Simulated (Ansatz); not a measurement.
Al(OH)3 cation (AlH3O3), SMILES [OH][Al]([OH])[OH] (connectivity only; charge and spin as stated), charge +1, multiplicity 2.

Coordinates come from a r2SCAN-D4/def2-SVP optimisation. The spin state was assumed, not searched. The isomer is the one that the SMILES or the coordinates give; other isomers of the formula were not compared. One conformer was computed; it need not be the lowest.

Two levels are set side by side: PBE/def2-SVPD (Ansatz, a first-principles code) and CAM-B3LYP/def2-SVPD (Ansatz). Energy differences of separate SCF runs at the same geometry; the states with an electron removed or added have multiplicity 3 and 1. Differences are taken from unrounded values.

```
quantity                         CAM-B3LYP
-------------------------------  ---------
vertical ionisation energy (eV)      17.50
vertical electron affinity (eV)      10.88
```

Q: What does PBE give, and how far is it from CAM-B3LYP? (The exact figures need the calculation; the answer reports its results.)

A: 
```tsv
quantity	PBE	PBE minus CAM-B3LYP
vertical ionisation energy (eV)	17.38	-0.12
vertical electron affinity (eV)	9.90	-0.99
```
